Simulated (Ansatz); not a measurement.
Mulliken charges of C₂H₆BrGa, SMILES `[CH3][GaH][CH2]Br` from B3LYP/def2-TZVPP in Ansatz (PBE0-D4/def2-TZVP geometry).

```
atom   x (Å)   y (Å)   z (Å)  charge (e)
  C1   0.032   1.626   0.539      -0.376
 Ga2  -0.768  -0.039  -0.121       0.295
  C3   0.446  -1.458  -0.794      -0.316
 Br4   0.607  -2.235   1.024      -0.140
  H5  -0.499   2.005   1.414       0.101
  H6   1.083   1.483   0.796       0.099
  H7  -0.025   2.393  -0.239       0.088
  H8  -2.297  -0.382  -0.107      -0.057
  H9   0.047  -2.251  -1.419       0.154
 H10   1.457  -1.194  -1.091       0.152
```

By hand: the dipole of these point charges (1 e Å = 4.8032 D).

Σ q r = (-0.050, 0.204, -0.308) e Å, of length 0.373 e Å = 1.79 D.

How does the dipole of the full density compare? (Estimate.)

The calculation gave: (0.091, 0.166, -0.288) e Å, 1.66 D; the point charges give 1.08 times that, at 23° from its direction.

Point charges leave out the atoms' own dipoles, such as those of lone pairs, and Mulliken's split depends on the basis, so the two needn't agree.

B3LYP here is the variant with VWN-RPA as its local correlation; programs differ in this.
